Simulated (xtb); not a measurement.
ClF2H2NSi, SMILES N[Si](F)(F)Cl. All values are semi-empirical tight-binding results from xtb (GFN2-xTB unless named), good for trends rather than for accurate numbers. The structure is a stationary point at GFN2-xTB. One conformer was computed; it need not be the lowest.

Computed properties:
The orbital gap is 7.37 eV, the dipole moment comes out as 3.20 D and the zero-point energy comes out as 20.1 kcal/mol. The G − E(el) at 298.15 K (modified RRHO) is 0.1 kcal/mol and the static polarisability (D4 model) is 62.6 bohr³. The solvation energy, GFN2-xTB/ALPB(water) is -4.2 kcal/mol and the solvation energy, GFN2-xTB/ALPB(ether) is -4.7 kcal/mol.
